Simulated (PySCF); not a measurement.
A calculated (MN15, PySCF 2.14, def2-TZVP, no relativity, point nucleus) atom or ion has these occupied shells.

```tsv
shell	electrons	orbital energy (eV)	rms radius, mean of both spins (bohr)
1s α	1	-13074.3	0.0506
1s β	1	-13074.2	0.0506
2s α	1	-1679.5	0.211
2s β	1	-1679.2	0.211
2p α	3	-1533.8	0.184
2p β	3	-1533.7	0.184
3s α	1	-237.73	0.612
3s β	1	-237.72	0.612
3p α	3	-185.88	0.618
3p β	3	-185.80	0.618
3d α	5	-84.993	0.653
3d β	5	-84.912	0.653
4s α	1	-33.228	1.80
4s β	1	-30.364	1.80
4p α	3	-20.485	2.10
4p β	1	-18.681	2.10
```

(1) Name the element and its charge.

Results:

(1) Br⁺ (bromine, charge +1), in [Ar] 3d10 4s2 4p4, high-spin 3P determinant.
